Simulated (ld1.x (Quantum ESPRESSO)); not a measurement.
# Before and after: ultrasoft potential for tin (Sn)

ld1.x (Quantum ESPRESSO) 7.5 input, shortened:

```
&input
   title='Sn', zed=50., rel=2, dft='PBE', iswitch=3,
   config='[Kr] 4d10 5s2 5p0 5d-2', rel_dist='average'
 /
 &inputp
   pseudotype=3, tm=.true., lloc=-2, rcloc=1.95,
   nlcc=.true.,
   which_augfun='PSQ', rmatch_augfun_nc=.true.
 /
5
5S  1  0   2.00   0.00  1.80  2.05  0.0
5S  1  0   0.00  -0.95  1.80  2.05  0.0
5P  2  1   0.00   0.00  2.15  2.50  0.0
5P  2  1   0.00   0.95  2.15  2.50  0.0
5D  3  2  -2.00  -0.15  1.60  2.05  0.0
 &test
   configts(1)='5s2 5p0'
 /
```

Open shells are filled in proportion to 2j + 1 (rel_dist='average').

Change: core correction a·sin(br)/r model core inside 1.00 bohr.

Cutoffs: the cutoffs (Ry, on a coarse ladder) from which the occupation-weighted sum of valence levels, in a spherical-Bessel basis at the reference potential, stays within 10 and 1 mRy of its value at 400 Ry; they do not see the model core or the augmentation charge, which bear on the density cutoff. Errors are all-electron minus pseudo energies relative to the spin-unpolarised reference configuration.

Q: How do hardness, ghosts and transferability respond?

A: Both files are so soft that the ladder of cutoffs tells neither apart; of the 7 tests that both files solve, the error grows in 3 and shrinks in 0 by more than 15 % and 0.3 meV (median size 27.0 → 28.3 meV); neither file shows a bound ghost. The default core radius of the base comes out at 1.82 bohr. A model core, the more so a compact one, raises the density cutoff, which this test does not measure.

```tsv
quantity	base	changed
cutoff, loose	8 Ry	8 Ry
cutoff, tight	12 Ry	12 Ry
bound ghosts	none	none
error for 5s2 5p2, meV [ΔE -20.86 eV]	-62	-65
error for 5s2 5p1, meV [ΔE -13.97 eV]	-27	-28
error for 5s1 5p0, meV [ΔE 30.97 eV]	-128	-143
error for 5s2 5p1.5, meV [ΔE -18.24 eV]	-47	-49
error for 5s1 5p2, meV [ΔE -6.34 eV]	-3.0	-6.7
error for 5s1 5p3, meV [ΔE -13.90 eV]	-18	-22
error for 5s0 5p4, meV [ΔE -6.71 eV]	-3.9	-17
s: phases at 2.70 bohr within 0.05 rad from the reference energy up to (Ry; the scan ends near 5)	2.2	2.2
p1/2: phases at 2.70 bohr within 0.05 rad from the reference energy up to (Ry; the scan ends near 5)	3.1	3.1
p3/2: phases at 2.70 bohr within 0.05 rad from the reference energy up to (Ry; the scan ends near 5)	3.3	3.3
d3/2: phases at 2.70 bohr within 0.05 rad from the reference energy up to (Ry; the scan ends near 5)	0.3	0.3
d5/2: phases at 2.70 bohr within 0.05 rad from the reference energy up to (Ry; the scan ends near 5)	0.2	0.2
lowest overlap eigenvalue by channel	s 0.43, p1/2 0.55, p3/2 0.55, d3/2 1.00, d5/2 1.00	s 0.43, p1/2 0.55, p3/2 0.55, d3/2 1.00, d5/2 1.00
```
